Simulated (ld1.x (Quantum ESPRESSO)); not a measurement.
How hard is this antimony (Sb) ultrasoft potential?

Sb (Z = 51), ultrasoft, made with ld1.x (Quantum ESPRESSO) 7.5 (LDA (PZ), scalar-relativistic). Core [Kr], reference 4d10 5s2 5p3. Waves: 5s (bound): rcut 1.80, rcutus 1.90 bohr; 5s channel at 0.25 Ry: rcut 1.80, rcutus 1.90 bohr; 5p (bound): rcut 2.05, rcutus 2.60 bohr; 5p channel at 0.05 Ry: rcut 2.05, rcutus 2.60 bohr; 4d (bound): rcut 1.30, rcutus 1.70 bohr; 4d channel at -1.55 Ry: rcut 1.30, rcutus 1.70 bohr. Local part: all-electron potential smoothed inside 1.75 bohr (lloc = -1). Core correction: a·sin(br)/r model core inside 0.95 bohr. Augmentation charge: built from norm-conserving waves at rcut, not smoothed further.

The pseudo-atom Hamiltonian at the reference potential is diagonalised in spherical Bessel functions j_l(qr) that vanish at 20 bohr, with q² up to the cutoff. All-electron valence levels (Ry): 5s -0.9620, 5p -0.3674, 4d -2.4660.

**Question.** How do the lowest levels (Ry) of each channel move with the cutoff, and are there ghosts?

**Answer.**

```json
{"cutoff (Ry)": "8", "s #1": "-0.9560", "s #2": "-0.0347", "p #1": "-0.3666", "p #2": "0.0264", "d #1": "-0.7845", "f #1": "0.1109", "f #2": "0.2329", "Σ f·Δε (mRy)": "16829.9"}
{"cutoff (Ry)": "15", "s #1": "-0.9617", "s #2": "-0.0354", "p #1": "-0.3674", "p #2": "0.0263", "d #1": "-1.9209", "f #1": "0.1109", "f #2": "0.2329", "Σ f·Δε (mRy)": "5451.6"}
{"cutoff (Ry)": "21", "s #1": "-0.9619", "s #2": "-0.0354", "p #1": "-0.3674", "p #2": "0.0263", "d #1": "-2.3300", "f #1": "0.1109", "f #2": "0.2329", "Σ f·Δε (mRy)": "1360.6"}
{"cutoff (Ry)": "35", "s #1": "-0.9620", "s #2": "-0.0354", "p #1": "-0.3674", "p #2": "0.0263", "d #1": "-2.4621", "f #1": "0.1109", "f #2": "0.2329", "Σ f·Δε (mRy)": "39.1"}
{"cutoff (Ry)": "45", "s #1": "-0.9620", "s #2": "-0.0354", "p #1": "-0.3674", "p #2": "0.0263", "d #1": "-2.4650", "f #1": "0.1109", "f #2": "0.2329", "Σ f·Δε (mRy)": "10.1"}
{"cutoff (Ry)": "60", "s #1": "-0.9620", "s #2": "-0.0354", "p #1": "-0.3674", "p #2": "0.0263", "d #1": "-2.4658", "f #1": "0.1109", "f #2": "0.2329", "Σ f·Δε (mRy)": "2.2"}
{"cutoff (Ry)": "80", "s #1": "-0.9620", "s #2": "-0.0354", "p #1": "-0.3674", "p #2": "0.0263", "d #1": "-2.4659", "f #1": "0.1109", "f #2": "0.2329", "Σ f·Δε (mRy)": "1.0"}
{"cutoff (Ry)": "110", "s #1": "-0.9620", "s #2": "-0.0354", "p #1": "-0.3674", "p #2": "0.0263", "d #1": "-2.4660", "f #1": "0.1109", "f #2": "0.2329", "Σ f·Δε (mRy)": "0.2"}
{"cutoff (Ry)": "400", "s #1": "-0.9620", "s #2": "-0.0354", "p #1": "-0.3674", "p #2": "0.0263", "d #1": "-2.4660", "f #1": "0.1109", "f #2": "0.2329", "Σ f·Δε (mRy)": "0.0"}
```

Result: no extra level below or beside the all-electron valence levels (s, p, d, f tested); 10 mRy is reached at 50 Ry and 1 mRy at 90 Ry.
